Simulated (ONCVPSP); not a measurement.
What one change does to a pseudopotential (Ti, ONCV)

```json
{"Element": "Ti (Z = 22)", "Generator": "ONCVPSP 4.0.1", "Type": "optimised norm-conserving Vanderbilt (ONCV)", "Functional": "PBE", "Relativity": "scalar-relativistic", "Frozen core": "[Ne]", "Valence charge": "12", "Reference configuration": "3s2 3p6 3d2 4s1.5 (charge +0.5)", "Partial waves": "3s+4s: rc 1.35 bohr, ncon 3, nbas 6, qcut 7.6 1/bohr, 2 projectors; 3p: rc 1.30 bohr, ncon 4, nbas 9, qcut 13.4 1/bohr, 2 projectors, debl 1.5 Ha; 3d: rc 1.65 bohr, ncon 5, nbas 9, qcut 8.8 1/bohr, 1 projector", "Local potential": "polynomial inside 1.25 bohr (lpopt 5, dvloc0 0 Ha)", "Core correction": "Teter function, fcfact 2.25, rcfact 1.35"}
```

In the p channel the program set the typed energies aside and used -1.555, 0.250 Ha.

All-electron outer shells of the reference configuration (PBE, scalar-relativistic, ld1.x):

| shell | level (eV) | outermost node (bohr) | outermost maximum (bohr) |
| --- | --- | --- | --- |
| 2p | -447.70 | – | 0.22 |
| 3s | -66.09 | 0.40 | 0.87 |
| 3p | -42.33 | 0.37 | 0.90 |
| 3d | -7.65 | – | 0.98 |
| 4s | -7.32 | 1.24 | 2.85 |

Change: d: qcut 5.5.

Cutoffs: the cutoffs (Ha) at which the residual kinetic energy of the hardest occupied pseudo-wave falls to 1 and 0.1 mHa per electron; they do not see the model core or the augmentation charge, which bear on the density cutoff. Errors are all-electron minus pseudo energies relative to the spin-unpolarised reference configuration.

Question: Predict the effect on cutoff, ghosts and configuration errors.

Answer: The potential gets harder (37 Ha and 49 Ha → 104 Ha and 115 Ha); of the 4 tests that both files solve, the error grows in 1 and shrinks in 0 by more than 15 % and 0.3 meV (median size 0.7 → 0.7 meV); neither file shows a bound ghost.

| quantity | base | changed |
| --- | --- | --- |
| cutoff, loose | 37 Ha | 104 Ha |
| cutoff, tight | 49 Ha | 115 Ha |
| loose cutoff by channel | s 22 Ha, p 37 Ha, d 33 Ha | s 22 Ha, p 37 Ha, d 104 Ha |
| bound ghosts | none | none |
| GHOST(+) flags under 300 eV | none | none |
| error for 3s2 3p6 3d2 4s2, meV [ΔE -2.94 eV] | +0.2 | +0.3 |
| error for 3s2 3p6 3d2 4s1, meV [ΔE 4.41 eV] | -0.2 | -0.2 |
| error for 3s2 3p6 3d2 4s0, meV [ΔE 17.98 eV] | -1.2 | -1.1 |
| error for 3s2 3p6 3d3 4s1, meV [ΔE -1.83 eV] | +1.6 | +6.6 |
| s: phases at 1.37 bohr within 0.05 rad from the reference energy up to (Ha; the scan ends near 5) | to the end of the scan | to the end of the scan |
| p: phases at 1.32 bohr within 0.05 rad from the reference energy up to (Ha; the scan ends near 5) | to the end of the scan | to the end of the scan |
| d: phases at 1.68 bohr within 0.05 rad from the reference energy up to (Ha; the scan ends near 5) | 1.5 | 1.1 |
| rms error of d²Exc/dni dnj with the model core, mHa | 0.88 | 0.85 |
